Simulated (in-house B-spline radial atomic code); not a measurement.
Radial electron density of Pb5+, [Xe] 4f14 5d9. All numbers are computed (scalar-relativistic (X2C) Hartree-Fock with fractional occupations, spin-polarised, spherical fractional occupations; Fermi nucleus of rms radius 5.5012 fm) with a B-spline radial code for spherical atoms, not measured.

Caution: exact exchange at fractional occupations of open shells leaves self-interaction of up to several eV.

One-electron X2C: radii and densities carry no picture-change correction, so inner-shell <1/r> comes out high (for 1s by about 2 % at Z = 33, 5 % at 54, 10 % at 75, 30 % at 118) and <r> low.

Columns: r (bohr), 4πr²n(r) (electrons per bohr), bar.

```
0.000244    3.319 #
  0.0003     4.39 #
 0.00037    5.804 ##
0.000455     7.61 ##
0.000561    9.972 ###
 0.00069    12.97 ####
 0.00085    16.81 #####
 0.00105    21.74 ######
 0.00129    27.74 ########
 0.00159    35.21 ##########
 0.00195    43.98 #############
 0.00241    54.66 ################
 0.00296    66.43 ###################
 0.00365    79.42 #######################
 0.00449    92.47 ###########################
 0.00553    104.6 ##############################
 0.00681    114.1 #################################
 0.00838    119.4 ##################################
  0.0103    119.4 ##################################
  0.0127    114.2 #################################
  0.0156    106.5 ###############################
  0.0193    100.9 #############################
  0.0237    103.3 ##############################
  0.0292    116.8 ##################################
   0.036    137.3 #######################################
  0.0443    153.3 ############################################
  0.0545    153.1 ############################################
  0.0671    136.7 #######################################
  0.0827    121.5 ###################################
   0.102    126.2 ####################################
   0.125    142.5 #########################################
   0.154    140.7 ########################################
    0.19    109.8 ################################
   0.234    83.23 ########################
   0.288     87.4 #########################
   0.355    97.95 ############################
   0.437    82.47 ########################
   0.538    51.52 ###############
   0.662    31.69 #########
   0.815    25.73 #######
       1    21.61 ######
    1.24    14.11 ####
    1.52    7.087 ##
    1.87    2.608 #
    2.31   0.6569 
    2.84   0.1093 
     3.5 0.009993 
    4.31 0.0004422
```

On this grid the curve has 4 maxima, near 0.00838, 0.0443, 0.125, 0.355 bohr.

The 5p up radial function P(r) = rR(r), positive near the nucleus:

```json
{"r (bohr)": "0.000455", "P": "0.001374"}
{"r (bohr)": "0.00069", "P": "0.002442"}
{"r (bohr)": "0.00105", "P": "0.004433"}
{"r (bohr)": "0.00159", "P": "0.008118"}
{"r (bohr)": "0.00241", "P": "0.01505"}
{"r (bohr)": "0.00365", "P": "0.02796"}
{"r (bohr)": "0.00553", "P": "0.0515"}
{"r (bohr)": "0.00838", "P": "0.09246"}
{"r (bohr)": "0.0127", "P": "0.1575"}
{"r (bohr)": "0.0193", "P": "0.2444"}
{"r (bohr)": "0.0292", "P": "0.3163"}
{"r (bohr)": "0.0443", "P": "0.281"}
{"r (bohr)": "0.0671", "P": "0.02773"}
{"r (bohr)": "0.102", "P": "-0.3559"}
{"r (bohr)": "0.154", "P": "-0.3636"}
{"r (bohr)": "0.234", "P": "0.2969"}
{"r (bohr)": "0.355", "P": "0.6174"}
{"r (bohr)": "0.538", "P": "-0.3061"}
{"r (bohr)": "0.815", "P": "-1.183"}
{"r (bohr)": "1.24", "P": "-0.8536"}
{"r (bohr)": "1.87", "P": "-0.2346"}
{"r (bohr)": "2.84", "P": "-0.01978"}
```
